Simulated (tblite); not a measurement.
Record of a relaxation.

Species: C₄H₁₀Al₂O₂.
Bonds: C1–C2 (triple), C2–Al3, Al3–O4, O4–C5, O4–Al6, Al6–O7, O7–C8, Al3–O7. Hydrogens: H9 on C1; H10 on Al3; H11, H12, H13 on C5; H14, H15 on Al6; H16, H17, H18 on C8.
Bond orders are those of one Lewis drawing.

Computed with GFN2-xTB (tblite), gas phase: L-BFGS steps from a force-field or distance-geometry start until the largest atomic force falls under 0.01 eV/Å. 11 of its 116 geometries are shown.

Step 0: E = -652.6197 eV, largest atomic force 2.891 eV/Å
```
atom  x, y, z in Å  |  force x, y, z in eV/Å
C1     -1.421    2.508   -2.703   -1.041   1.213  -1.797
C2     -0.923    1.890   -1.818    0.950  -1.620   1.737
Al3    -0.087    0.873   -0.366   -0.158   2.811  -0.655
O4      0.955   -0.484   -1.057   -0.178  -0.117   1.012
C5      2.184   -0.553   -0.346    1.364  -0.125  -0.480
Al6    -0.297   -1.602   -0.243   -0.620  -2.538  -0.550
O7     -1.340   -0.229    0.441    0.959  -0.122   0.339
C8     -1.197   -0.164    1.854   -1.065  -0.056   1.193
H9     -1.874    3.057   -3.487    0.056   0.028   0.062
H10     0.682    1.799    0.680   -0.085  -0.690  -0.040
H11     2.100   -0.488    0.758   -0.132  -0.037  -0.395
H12     2.701   -1.503   -0.605   -0.306   0.363   0.194
H13     2.838    0.276   -0.690   -0.294  -0.253   0.193
H14     0.363   -2.497    0.913   -0.032   0.544  -0.140
H15    -1.101   -2.431   -1.332    0.204   0.526   0.221
H16    -1.649    0.782    2.232    0.335  -0.381  -0.287
H17    -0.152   -0.229    2.230   -0.435   0.022  -0.302
H18    -1.788   -0.999    2.314    0.477   0.432  -0.305
```

Step 12: E = -653.4208 eV, largest atomic force 0.336 eV/Å
```
atom  x, y, z in Å  |  force x, y, z in eV/Å
C1     -1.483    2.544   -2.797    0.027  -0.055   0.044
C2     -0.997    1.856   -1.927    0.124  -0.108   0.221
Al3    -0.100    1.028   -0.399   -0.043  -0.175  -0.045
O4      0.935   -0.487   -0.826   -0.090   0.009   0.151
C5      2.272   -0.564   -0.337    0.153  -0.016  -0.281
Al6    -0.343   -1.737   -0.295    0.117   0.241   0.144
O7     -1.123   -0.256    0.524    0.189  -0.003  -0.052
C8     -1.228   -0.168    1.942   -0.334   0.001   0.034
H9     -1.913    3.123   -3.564   -0.048   0.028  -0.075
H10     0.715    1.711    0.734   -0.074   0.082  -0.129
H11     2.297   -0.511    0.756    0.031  -0.013  -0.147
H12     2.707   -1.513   -0.657    0.084   0.005   0.002
H13     2.833    0.275   -0.752    0.136  -0.013   0.015
H14     0.349   -2.477    0.892   -0.075  -0.147  -0.095
H15    -1.157   -2.382   -1.424    0.023   0.108   0.015
H16    -1.700    0.783    2.190   -0.049   0.024   0.136
H17    -0.242   -0.218    2.415   -0.132   0.013  -0.023
H18    -1.835   -1.002    2.299   -0.035   0.020   0.087
```

Step 23: E = -653.7652 eV, largest atomic force 0.331 eV/Å
```
atom  x, y, z in Å  |  force x, y, z in eV/Å
C1     -1.493    2.452   -2.793    0.064  -0.189   0.139
C2     -1.026    1.730   -1.938    0.105  -0.136   0.181
Al3    -0.082    0.977   -0.367   -0.079  -0.093  -0.122
O4      1.115   -0.495   -0.587   -0.009   0.024   0.056
C5      2.544   -0.593   -0.518   -0.118  -0.025  -0.035
Al6    -0.259   -1.695   -0.168   -0.004   0.316  -0.099
O7     -0.971   -0.258    0.792    0.055   0.038   0.006
C8     -1.503   -0.135    2.118   -0.001  -0.070  -0.113
H9     -1.919    3.045   -3.559    0.040  -0.057   0.071
H10     0.648    1.929    0.571    0.123   0.095   0.180
H11     2.830   -0.566    0.539    0.134  -0.032  -0.267
H12     2.882   -1.533   -0.969   -0.156   0.051   0.106
H13     3.041    0.230   -1.048   -0.318  -0.006   0.085
H14     0.214   -2.841    0.744    0.046   0.048   0.069
H15    -1.119   -1.912   -1.448    0.059   0.052   0.095
H16    -2.058    0.802    2.255    0.201  -0.066  -0.242
H17    -0.665   -0.164    2.825   -0.293   0.023  -0.028
H18    -2.187   -0.966    2.325    0.152   0.028  -0.081
```

Step 34: E = -653.9852 eV, largest atomic force 0.296 eV/Å
```
atom  x, y, z in Å  |  force x, y, z in eV/Å
C1     -1.408    2.204   -2.616    0.005   0.063   0.004
C2     -0.928    1.503   -1.751   -0.018   0.126  -0.051
Al3     0.060    0.983   -0.148   -0.058   0.246  -0.153
O4      1.190   -0.470   -0.384   -0.199   0.082  -0.004
C5      2.563   -0.586   -0.677   -0.018  -0.012  -0.074
Al6    -0.204   -1.619   -0.096   -0.007  -0.024  -0.037
O7     -0.827   -0.240    0.930    0.081   0.092  -0.176
C8     -1.654   -0.108    2.062   -0.072  -0.005  -0.029
H9     -1.835    2.804   -3.379    0.040  -0.193   0.093
H10     0.724    2.083    0.660    0.154  -0.007   0.250
H11     3.128   -0.584    0.252    0.162   0.023   0.040
H12     2.737   -1.528   -1.195    0.105  -0.019  -0.125
H13     2.871    0.259   -1.293    0.110  -0.022  -0.079
H14     0.207   -2.824    0.731    0.083  -0.224   0.174
H15    -1.051   -1.631   -1.380   -0.080  -0.160  -0.101
H16    -2.212    0.827    1.998   -0.075  -0.015   0.063
H17    -1.038   -0.106    2.958   -0.038   0.061   0.150
H18    -2.333   -0.958    2.103   -0.174  -0.013   0.056
```

Step 46: E = -654.1678 eV, largest atomic force 0.307 eV/Å
```
atom  x, y, z in Å  |  force x, y, z in eV/Å
C1     -1.337    2.080   -2.483    0.081  -0.045   0.127
C2     -0.757    1.621   -1.523    0.015   0.239  -0.013
Al3     0.228    1.101    0.086    0.050  -0.115   0.117
O4      1.227   -0.401   -0.361    0.027   0.083   0.029
C5      2.544   -0.547   -0.869   -0.131  -0.108   0.001
Al6    -0.157   -1.584   -0.032    0.078   0.000   0.140
O7     -0.813   -0.169    0.960    0.050   0.117   0.010
C8     -1.813   -0.053    1.960    0.026  -0.140  -0.107
H9     -1.844    2.463   -3.323   -0.050  -0.009  -0.076
H10     0.992    1.995    1.107   -0.140  -0.204  -0.182
H11     3.263   -0.580   -0.048   -0.010   0.072   0.014
H12     2.604   -1.493   -1.409    0.052   0.047  -0.121
H13     2.793    0.288   -1.532   -0.066  -0.116   0.048
H14     0.284   -2.761    0.861    0.076   0.079   0.093
H15    -1.009   -1.854   -1.286   -0.014   0.095  -0.053
H16    -2.390    0.867    1.823    0.074  -0.106  -0.032
H17    -1.355   -0.049    2.949    0.021   0.079   0.009
H18    -2.469   -0.921    1.894   -0.137   0.030  -0.002
```

Step 58: E = -654.2424 eV, largest atomic force 0.067 eV/Å
```
atom  x, y, z in Å  |  force x, y, z in eV/Å
C1     -1.260    2.015   -2.356   -0.025   0.023  -0.039
C2     -0.615    1.841   -1.346    0.010  -0.050   0.024
Al3     0.313    1.120    0.213   -0.027   0.011  -0.025
O4      1.234   -0.383   -0.349    0.007   0.014  -0.008
C5      2.483   -0.537   -0.995    0.052  -0.009  -0.005
Al6    -0.094   -1.577    0.064    0.010   0.015   0.022
O7     -0.801   -0.149    0.969   -0.005   0.009   0.003
C8     -1.902   -0.040    1.852   -0.023  -0.002   0.039
H9     -1.818    2.199   -3.233    0.008   0.062  -0.004
H10     1.103    1.828    1.319    0.017  -0.009   0.016
H11     3.287   -0.567   -0.257   -0.017   0.003  -0.010
H12     2.491   -1.471   -1.560   -0.013   0.011  -0.016
H13     2.662    0.300   -1.674   -0.043  -0.020   0.003
H14     0.422   -2.634    1.059    0.012  -0.037   0.018
H15    -0.943   -1.900   -1.191    0.036  -0.013   0.055
H16    -2.463    0.874    1.644    0.013  -0.026  -0.036
H17    -1.552   -0.008    2.886   -0.002   0.002  -0.018
H18    -2.557   -0.904    1.730   -0.009   0.014  -0.019
```

Step 69: E = -654.2592 eV, largest atomic force 0.195 eV/Å
```
atom  x, y, z in Å  |  force x, y, z in eV/Å
C1     -1.259    2.072   -2.362    0.104  -0.011   0.164
C2     -0.636    1.807   -1.355   -0.079   0.040  -0.154
Al3     0.312    1.101    0.211   -0.078   0.060  -0.030
O4      1.244   -0.397   -0.320    0.026   0.019  -0.045
C5      2.462   -0.538   -1.024    0.083  -0.009   0.017
Al6    -0.035   -1.610    0.156   -0.049  -0.031   0.007
O7     -0.782   -0.166    0.994   -0.027   0.023   0.021
C8     -1.923   -0.040    1.822    0.011   0.004   0.075
H9     -1.798    2.329   -3.236    0.065  -0.005   0.104
H10     1.114    1.800    1.323   -0.029   0.020  -0.055
H11     3.296   -0.558   -0.319    0.009  -0.023  -0.054
H12     2.447   -1.471   -1.591    0.029   0.027  -0.004
H13     2.602    0.302   -1.709   -0.047  -0.037   0.018
H14     0.487   -2.668    1.151    0.012   0.040   0.003
H15    -0.882   -1.933   -1.095   -0.004  -0.086   0.001
H16    -2.468    0.874    1.574    0.007  -0.084  -0.044
H17    -1.621    0.011    2.871   -0.014  -0.018  -0.025
H18    -2.569   -0.911    1.682   -0.022   0.072  -0.001
```

Step 80: E = -654.3002 eV, largest atomic force 0.140 eV/Å
```
atom  x, y, z in Å  |  force x, y, z in eV/Å
C1     -1.182    2.276   -2.282    0.048  -0.045   0.096
C2     -0.613    1.854   -1.298   -0.060   0.005  -0.126
Al3     0.305    1.047    0.225   -0.012   0.014  -0.009
O4      1.231   -0.453   -0.312    0.003  -0.047  -0.016
C5      2.381   -0.542   -1.131    0.012  -0.002  -0.011
Al6     0.086   -1.720    0.363    0.024   0.060   0.046
O7     -0.776   -0.227    1.006   -0.032  -0.052  -0.027
C8     -1.992   -0.044    1.709    0.011  -0.008  -0.017
H9     -1.681    2.653   -3.134    0.022   0.018   0.036
H10     1.115    1.771    1.311   -0.003  -0.030   0.016
H11     3.283   -0.535   -0.519    0.020   0.005  -0.002
H12     2.350   -1.468   -1.708    0.005  -0.014  -0.014
H13     2.404    0.309   -1.815    0.028  -0.005  -0.009
H14     0.733   -2.571    1.480    0.005   0.099   0.004
H15    -0.728   -2.354   -0.784   -0.031   0.009  -0.034
H16    -2.489    0.857    1.343    0.003  -0.013   0.045
H17    -1.794    0.059    2.778   -0.039   0.006  -0.005
H18    -2.642   -0.905    1.544   -0.002   0.000   0.026
```

Step 92: E = -654.3132 eV, largest atomic force 0.060 eV/Å
```
atom  x, y, z in Å  |  force x, y, z in eV/Å
C1     -1.155    2.373   -2.260   -0.013   0.002  -0.008
C2     -0.616    1.838   -1.317    0.008   0.001  -0.010
Al3     0.285    1.001    0.198   -0.032  -0.020   0.009
O4      1.225   -0.493   -0.343    0.016   0.045   0.004
C5      2.367   -0.557   -1.176    0.003  -0.007  -0.026
Al6     0.128   -1.738    0.432   -0.010  -0.013   0.033
O7     -0.808   -0.264    0.989    0.021   0.028  -0.034
C8     -2.027   -0.058    1.680    0.019  -0.006  -0.035
H9     -1.629    2.840   -3.080    0.011  -0.001   0.016
H10     1.085    1.707    1.301    0.012   0.009   0.011
H11     3.281   -0.534   -0.582    0.002  -0.007   0.060
H12     2.348   -1.480   -1.756   -0.008  -0.032  -0.028
H13     2.371    0.297   -1.856   -0.014   0.011  -0.023
H14     0.839   -2.414    1.625   -0.002   0.001  -0.003
H15    -0.667   -2.504   -0.649    0.005   0.003   0.002
H16    -2.510    0.843    1.296   -0.015   0.006   0.018
H17    -1.841    0.064    2.748   -0.003  -0.012  -0.001
H18    -2.686   -0.913    1.525    0.000  -0.009   0.015
```

Step 104: E = -654.3149 eV, largest atomic force 0.031 eV/Å
```
atom  x, y, z in Å  |  force x, y, z in eV/Å
C1     -1.163    2.397   -2.269    0.017   0.013  -0.015
C2     -0.619    1.837   -1.344    0.005  -0.002   0.025
Al3     0.273    1.004    0.178   -0.001   0.011   0.002
O4      1.220   -0.488   -0.350    0.014   0.000  -0.005
C5      2.370   -0.567   -1.172    0.006  -0.007  -0.005
Al6     0.134   -1.734    0.440   -0.026  -0.006  -0.015
O7     -0.815   -0.258    0.971    0.007  -0.006   0.008
C8     -2.025   -0.069    1.683    0.015  -0.003  -0.006
H9     -1.626    2.889   -3.079   -0.021   0.002  -0.011
H10     1.071    1.716    1.281   -0.003   0.004  -0.003
H11     3.274   -0.548   -0.561    0.000  -0.005  -0.002
H12     2.349   -1.493   -1.749   -0.006  -0.009   0.005
H13     2.388    0.283   -1.858   -0.004   0.002   0.004
H14     0.843   -2.400    1.639   -0.003   0.011  -0.003
H15    -0.659   -2.512   -0.636    0.014   0.005   0.015
H16    -2.522    0.834    1.319   -0.010  -0.019   0.010
H17    -1.821    0.044    2.749   -0.015  -0.007  -0.004
H18    -2.679   -0.930    1.534    0.011   0.016  -0.001
```

Step 115: E = -654.3163 eV, largest atomic force 0.009 eV/Å
```
atom  x, y, z in Å  |  force x, y, z in eV/Å
C1     -1.151    2.424   -2.266   -0.006  -0.002   0.000
C2     -0.604    1.862   -1.343   -0.005   0.001   0.003
Al3     0.280    1.023    0.180    0.003   0.004   0.007
O4      1.226   -0.474   -0.345   -0.004   0.000  -0.007
C5      2.361   -0.584   -1.183    0.003  -0.003  -0.002
Al6     0.146   -1.716    0.459   -0.002   0.007  -0.003
O7     -0.812   -0.239    0.970    0.005  -0.007  -0.001
C8     -2.033   -0.086    1.672    0.003   0.000   0.003
H9     -1.629    2.912   -3.071    0.006   0.002  -0.003
H10     1.075    1.733    1.286   -0.002  -0.003  -0.003
H11     3.275   -0.579   -0.587   -0.003   0.002  -0.001
H12     2.312   -1.517   -1.748    0.000  -0.002   0.002
H13     2.384    0.258   -1.879    0.004  -0.001   0.001
H14     0.853   -2.353    1.674    0.003  -0.001   0.004
H15    -0.632   -2.521   -0.605   -0.002   0.000   0.000
H16    -2.549    0.808    1.317   -0.003  -0.001   0.001
H17    -1.842    0.013    2.742   -0.006   0.002   0.002
H18    -2.666   -0.959    1.503    0.006   0.002  -0.003
```

Problem. Summarise the path.

Solution. The energy falls by 39.13 kcal/mol from step 0 to step 115; nine tenths of that is first reached at step 44. It falls at every step. The largest force goes from 2.891 to 0.009 eV/Å. Among the bonds Al6–H14 changes most, from 1.604 to 1.544 Å; the atoms move by 1.035 Å rms after alignment.

Problem. Follow the three bonds and two angles with the largest change from start to end.

Solution. 
```
step  E above end (kcal/mol)  largest force (eV/Å)  Al6–H14 (Å)  Al3–H10 (Å)  Al6–H15 (Å)  C5–O4–Al6 (°)  Al6–O7–C8 (°)
   0                   39.13                 2.891        1.604        1.595        1.588          109.4          110.1
   5                   24.34                 0.585        1.548        1.521        1.503          116.4          116.6
  10                   21.27                 0.281        1.574        1.571        1.547          120.1          120.6
  15                   18.70                 0.502        1.522        1.512        1.524          123.7          124.4
  20                   14.55                 0.454        1.546        1.543        1.557          131.8          132.4
  25                   12.02                 0.275        1.547        1.536        1.545          132.2          132.5
  30                    8.87                 0.277        1.558        1.545        1.562          135.0          134.8
  35                    7.41                 0.356        1.520        1.529        1.542          136.4          136.3
  40                    5.45                 0.363        1.552        1.513        1.557          133.0          132.2
  45                    3.67                 0.318        1.542        1.552        1.549          133.4          133.4
  50                    2.35                 0.404        1.526        1.529        1.540          132.6          132.1
  55                    1.78                 0.092        1.546        1.534        1.551          132.4          132.1
  60                    1.66                 0.072        1.540        1.535        1.544          132.0          131.8
  65                    1.47                 0.094        1.540        1.535        1.546          131.6          131.6
  70                    1.25                 0.186        1.545        1.540        1.543          131.8          131.9
  75                    0.62                 0.235        1.542        1.532        1.559          132.7          132.4
  80                    0.37                 0.140        1.546        1.536        1.542          132.6          132.9
  85                    0.20                 0.100        1.540        1.537        1.546          134.0          134.8
  90                    0.10                 0.061        1.545        1.536        1.545          134.3          134.7
  95                    0.05                 0.023        1.544        1.537        1.545          134.5          134.6
 100                    0.04                 0.020        1.545        1.536        1.544          134.3          134.5
 105                    0.03                 0.036        1.544        1.537        1.546          133.7          133.8
 110                    0.01                 0.049        1.545        1.536        1.543          133.1          132.9
 115                    0.00                 0.009        1.544        1.537        1.544          132.8          132.5
```

The cost below is that of the whole relaxation. Time: 0.92 s wall. Hardware: one thread, Arm Neoverse V2 (aarch64), no GPU (shared host).
